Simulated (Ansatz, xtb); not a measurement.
**Isomers of C4H3ClOS in order of energy**

5 gas-phase structures of C4H3ClOS, from a drawn sample of its isomers (lower ones may exist). Each was relaxed with GFN2-xTB:

A. `Oc1csc(Cl)c1`, a singlet
B. `Oc1ccsc1Cl`, a singlet
C. `Oc1cc(Cl)cs1`, a singlet
D. `Oc1cscc1Cl`, a singlet
E. `Oc1sccc1Cl`, a singlet

Question: Make a reasoned guess at their ranking by r2SCAN-D4/def2-SVP single-point energy.

Answer: Calculated order at r2SCAN-D4/def2-SVP: D (0.0), B (2.3), E (2.4), C (3.8), A (4.6) kcal/mol. Less than 1 kcal/mol parts B and E; C and A, so the order within those pairs means little.

Energies above the lowest of each column, in kcal/mol; the last columns are at PBE-D3(BJ)/def2-SVP geometries:

```csv
structure,GFN2-xTB,HF/STO-3G,r2SCAN-D4/def2-SVP,PBE-D3(BJ)/def2-SVP,CCSD(T)/def2-SVP + ΔMP2/def2-TZVPP
D,0.0,2.3,0.0,0.0,0.0
B,2.9,2.9,2.3,2.3,2.3
E,1.9,0.0,2.4,2.3,2.8
C,1.9,1.4,3.8,4.0,3.9
A,3.6,5.5,4.6,4.7,4.2
```

CCSD(T)/def2-SVP + ΔMP2/def2-TZVPP puts D lowest; HF/STO-3G picks E. Flexible structures stand in one conformer each, not always the lowest. ΔMP2 is the change of the MP2 energy from the smaller to the larger basis.

Over these structures GFN2-xTB departs from r2SCAN-D4/def2-SVP by 0.7 kcal/mol on average once a common shift is removed. A GFN2-xTB relaxation took about 0.16 s and the r2SCAN-D4/def2-SVP energy about 3.6 s on a shared host (Ansatz 0.2.0, xtb 6.7.1).
